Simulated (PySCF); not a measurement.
These are B3LYP-D3(BJ)/def2-TZVP // PBE-D3(BJ)/def2-SVP (PySCF) values and carry that method's errors. All species are isolated molecules in the gas phase. One relaxed conformer stands for a flexible species; it need not be the lowest. B3LYP has the VWN-RPA correlation part, as in Gaussian. 

Reference species: [Hf(NH2)4] (neutral, multiplicity 1).

```json
{
 "HOMO–LUMO gap": "6.24 eV",
 "LUMO": "-0.18 eV",
 "coordination_number": "4"
}
```

Changed species: [Hf(Cl)3(NH2)] (1 of 4 Cl replaced by NH2; the reference has 4 of 4 Cl replaced by NH2).

### Question
Predict the effect on the HOMO–LUMO gap, LUMO and coordination number.

### Answer
the HOMO–LUMO gap falls by 0.15 eV, to 6.09 eV; the LUMO drops by 1.77 eV, to -1.95 eV; the coordination number is nearly the same.
